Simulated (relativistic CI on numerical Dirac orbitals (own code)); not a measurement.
## Ir³⁺: resonant inelastic scattering at the L2,3 edge

Computed with this model: Dirac-Coulomb-Breit CI, KLI orbitals optimised for each configuration, model QED, Kramers-Heisenberg scattering through one core-hole configuration in a parametric crystal field, unscaled Slater integrals; configurations [Xe] 4f14 5d6 → [He] 2s2 2p5 3s2 3p6 3d10 4s2 4p6 4d10 4f14 5s2 5p6 5d7; 300 K; core-hole width 5 eV; summed over polarisations. Incident energies are the highest absorption maxima for each field (at most a few, so the weaker spin-orbit partner edge can be absent), on the computed scale of the free ion. Intensities are in per cent of the strongest line above 0.02 eV; levels within 1 cm⁻¹ are merged; final levels count from the ground level, the first row holds all elastic scattering, lines under 0.4 are left out and each table stops after 24 rows. The scale of the Slater integrals is a model choice and moves the terms in proportion.

Field parameters in Wybourne normalisation: Td as Oh with Dq negative (B⁴₀ = 21Dq, B⁴₄ = √(5/14) B⁴₀). The field is a parameter set, without covalency.

S is read from ⟨S²⟩ = S(S + 1).

Td, 10Dq = -3100 cm⁻¹:

| Final level (eV) | Degeneracy | Irrep | S | 11214.9 eV |
| --- | --- | --- | --- | --- |
| 0.000 | 1 | A1 | 1.91 | 1070.4 |
| 0.024 | 3 | T1 | 1.91 | 100.0 |
| 0.034 | 2 | E | 1.90 | 63.3 |
| 0.098 | 3 | T2 | 1.89 | 48.5 |
| 0.520 | 1 | A2 | 1.96 | 4.0 |
| 0.657 | 3 | T2 | 1.91 | 21.6 |
| 0.786 | 2 | E | 1.80 | 9.8 |
| 0.841 | 3 | T1 | 1.95 | 11.6 |
| 0.930 | 3 | T2 | 1.83 | 6.0 |
| 1.144 | 3 | T1 | 1.90 | 5.9 |
| 1.194 | 1 | A1 | 1.87 | 1.7 |
| 1.954 | 3 | T2 | 0.98 | 4.8 |
| 2.136 | 2 | E | 1.02 | 13.6 |
| 2.210 | 3 | T1 | 0.97 | 21.2 |
| 2.238 | 1 | A1 | 0.95 | 10.5 |
| 2.463 | 2 | E | 1.04 | 3.5 |
| 2.477 | 3 | T2 | 1.07 | 10.8 |
| 2.543 | 3 | T1 | 0.98 | 5.4 |
| 2.548 | 3 | T2 | 1.01 | 6.0 |
| 2.565 | 3 | T1 | 0.96 | 4.1 |
| 2.585 | 2 | E | 1.02 | 3.3 |
| 2.613 | 1 | A1 | 0.94 | 4.4 |
| 2.629 | 1 | A2 | 0.91 | 1.8 |
| 2.671 | 3 | T2 | 0.95 | 8.2 |

Td, 10Dq = -7050 cm⁻¹:

| Final level (eV) | Degeneracy | Irrep | S | 11215 eV |
| --- | --- | --- | --- | --- |
| 0.000 | 1 | A1 | 1.90 | 980.3 |
| 0.041 | 3 | T1 | 1.90 | 100.0 |
| 0.041 | 2 | E | 1.87 | 55.0 |
| 0.155 | 3 | T2 | 1.87 | 34.2 |
| 0.444 | 1 | A2 | 1.97 | 5.2 |
| 0.848 | 3 | T2 | 1.85 | 23.1 |
| 1.019 | 2 | E | 1.74 | 11.5 |
| 1.171 | 3 | T1 | 1.92 | 19.9 |
| 1.260 | 3 | T2 | 1.75 | 12.5 |
| 1.460 | 3 | T1 | 1.88 | 18.5 |
| 1.480 | 1 | A1 | 1.84 | 4.1 |
| 1.679 | 3 | T2 | 1.09 | 4.0 |
| 1.890 | 2 | E | 1.16 | 12.2 |
| 2.033 | 1 | A1 | 1.00 | 10.1 |
| 2.039 | 3 | T1 | 1.04 | 16.9 |
| 2.380 | 3 | T2 | 1.14 | 15.6 |
| 2.417 | 2 | E | 0.95 | 3.0 |
| 2.542 | 3 | T1 | 0.98 | 4.3 |
| 2.576 | 3 | T2 | 1.03 | 4.5 |
| 2.605 | 2 | E | 1.04 | 3.2 |
| 2.652 | 1 | A2 | 0.95 | 1.1 |
| 2.744 | 3 | T1 | 0.98 | 9.2 |
| 2.786 | 3 | T2 | 0.97 | 6.7 |
| 2.863 | 3 | T1 | 0.98 | 17.7 |

For the first field the strongest loss at the lowest incident energy is the level at 0.02 eV (S = 1.91, against 1.90 in the thermal ground state). Levels of other spin, the first over 8 % at 2.14 eV, appear because spin-orbit coupling of the core hole, and in heavier ions of the valence shell too, mixes spins.
